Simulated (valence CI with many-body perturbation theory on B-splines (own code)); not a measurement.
**Fe V: electric-dipole lines**

Calculated by relativistic CI+MBPT: four valence electrons over a frozen Dirac-Fock core [Ar], radial functions for each j: 7 s, 7 p, 8 d, 6 f, 4 g, 1 h, with the one-electron correlation potential Σ1 (screened to all orders), the two-electron term Σ2, the three-electron term Σ3, Breit, model QED; selected single and double excitations, second order for the rest, scaled by the run's own slope (own B-spline code, finite nucleus).

Against 60 measured levels this calculation errs by 2075 cm⁻¹ on average and by 5068 at most. These come from a selection out of Corliss and Sugar, J. Phys. Chem. Ref. Data 11, 135 (1982). Levels without a partner in it may be off by more, other configurations by 1,000 to 8,000 cm⁻¹. The list stops below the first excitations out of the core.

Lines 51 to 100 of 600 in falling wavelength, among levels below 319600 cm⁻¹, chosen from the strongest by gf and those to the six lowest levels. Wavelengths and rates use the calculated energies, so an error of 2000 cm⁻¹ moves a line at 1531 Å by 3.1 % and its rate by three times that or more. Electric multipoles are in the length gauge, E1 and E2 with the static RPA response of the core. Weak lines are less certain than strong ones. Lines between different terms over intervals too small for the method are left out, as are lines whose strength nearly cancels. Where a level lies close to another of its J and parity, the split of strength between their lines is uncertain. The highest levels of a list are the least certain.

Names give the largest LS component (configuration and term), which can be under half, so a name can repeat, a term be missing and a line seem to break the LS rules; names also repeat where a configuration has a term twice. Letters in brackets count levels of one name in rising energy.

```tsv
λ vac (Å)	Upper	Lower	A (s⁻¹)	log gf	Branch %
1531	3d3 4p 1D°_2 [a]	3d3 4s 3D_3 [a]	5.74e+07	-1.00	1.7
1526	3d3 4p 3D°_1 [c]	3d3 4s 1D_2 [a]	1.14e+08	-0.92	1.5
1525	3d3 4p 3P°_1 [b]	3d3 4s 3D_1 [a]	7.41e+07	-1.11	1.2
1522	3d3 4p 5S°_2	3d3 4s 3D_3 [a]	5.99e+07	-0.98	2.8
1515	3d3 4p 1F°_3 [a]	3d3 4s 3H_4	4.00e+07	-1.02	0.9
1513	3d3 4p 1P°_1 [a]	3d3 4s 1P_1	1.28e+08	-0.88	1.6
1513	3d3 4p 1D°_2 [a]	3d3 4s 3D_1 [a]	5.30e+07	-1.04	1.6
1504	3d3 4p 3P°_2 [b]	3d3 4s 3D_2 [a]	6.53e+07	-0.96	1.3
1503	3d3 4p 3P°_2 [b]	3d3 4s 3D_3 [a]	2.31e+08	-0.41	4.6
1503	3d3 4p 1G°_4 [a]	3d3 4s 1G_4	3.58e+08	0.04	5.1
1496	3d3 4p 3H°_4 [a]	3d3 4s 3G_4	1.26e+08	-0.42	7.2
1496	3d3 4p 3D°_2 [c]	3d3 4s 1P_1	8.08e+07	-0.87	1.1
1495	3d3 4p 3P°_1 [b]	3d3 4s 3P_2 [b]	5.56e+08	-0.25	9.1
1490	3d3 4p 3H°_4 [a]	3d3 4s 3G_3	5.17e+08	0.19	29.5
1490	3d3 4p 3P°_0 [b]	3d3 4s 3P_1 [b]	6.99e+08	-0.63	12.8
1489	3d3 4p 3F°_3 [b]	3d3 4s 1G_4	3.63e+07	-1.07	0.5
1487	3d3 4p 3H°_5 [a]	3d3 4s 3G_5	1.67e+08	-0.21	8.2
1487	3d3 4p 3D°_1 [b]	3d3 4s 3D_1 [a]	7.20e+07	-1.15	1.4
1486	3d3 4p 3H°_5 [b]	3d3 4s 3H_6	4.86e+07	-0.75	0.7
1485	3d3 4p 3G°_3 [a]	3d3 4s 3F_3 [a]	3.71e+07	-1.07	0.6
1483	3d3 4p 1D°_2 [a]	3d3 4s 3P_2 [b]	1.27e+08	-0.68	3.8
1481	3d3 4p 3H°_4 [b]	3d3 4s 3H_5	5.28e+07	-0.81	0.8
1480	3d3 4p 3H°_5 [b]	3d3 4s 3H_5	5.96e+08	0.33	9.1
1480	3d3 4p 3H°_4 [b]	3d3 4s 3H_4	6.12e+08	0.26	9.2
1479	3d3 4p 3D°_2 [b]	3d3 4s 3D_2 [a]	6.00e+07	-1.01	1.4
1478	3d3 4p 5G°_2	3d3 4s 5F_2	1.93e+08	-0.50	23.2
1478	3d3 4p 3H°_5 [a]	3d3 4s 3G_4	4.67e+08	0.23	22.9
1478	3d3 4p 3G°_5 [a]	3d3 4s 3F_4 [a]	7.21e+08	0.41	12.4
1477	3d3 4p 3H°_6 [b]	3d3 4s 3H_6	6.03e+08	0.41	9.3
1475	3d3 4p 5G°_3	3d3 4s 5F_3	2.16e+08	-0.31	25.5
1473	3d3 4p 3G°_4 [a]	3d3 4s 3F_3 [a]	7.36e+08	0.33	12.6
1472	3d3 4p 5G°_2	3d3 4s 5F_1	5.99e+08	-0.01	72.0
1470	3d3 4p 3F°_2 [d]	3d3 4s 3F_2 [b]	6.42e+08	0.02	13.8
1470	3d3 4p 5G°_4	3d3 4s 5F_4	1.90e+08	-0.26	21.9
1469	3d3 4p 3G°_3 [a]	3d3 4s 3F_2 [a]	7.43e+08	0.23	12.8
1469	3d3 4p 1H°_5 [b]	3d3 4s 1H_5	6.37e+08	0.36	4.8
1467	3d3 4p 3F°_4 [b]	3d3 4s 1G_4	4.17e+08	0.08	6.0
1467	3d3 4p 5P°_2	3d3 4s 5P_3	4.28e+08	-0.16	5.6
1467	3d3 4p 3F°_2 [d]	3d3 4s 3F_3 [b]	1.28e+08	-0.68	2.8
1465	3d3 4p 5P°_1	3d3 4s 5P_2	6.46e+08	-0.20	8.3
1465	3d3 4p 5G°_3	3d3 4s 5F_2	5.84e+08	0.12	68.8
1465	3d3 4p 3F°_3 [c]	3d3 4s 3F_3 [b]	6.60e+08	0.17	14.3
1464	3d3 4p 5G°_5	3d3 4s 5F_5	1.27e+08	-0.35	14.3
1464	3d3 4p 3D°_1 [b]	3d3 4s 3P_0 [b]	2.53e+08	-0.61	5.1
1464	3d3 4p 1G°_4 [b]	3d3 4s 1H_5	6.30e+08	0.26	14.8
1461	3d3 4p 3F°_3 [c]	3d3 4s 3F_4 [b]	1.23e+08	-0.56	2.7
1460	3d3 4p 5P°_1	3d3 4s 5P_1	1.89e+08	-0.74	2.4
1459	3d3 4p 3D°_1 [b]	3d3 4s 3P_1 [b]	1.17e+08	-0.95	2.3
1458	3d3 4p 5G°_4	3d3 4s 5F_3	6.27e+08	0.26	72.3
1458	3d3 4p 3H°_6 [a]	3d3 4s 3G_5	6.14e+08	0.41	40.0
```
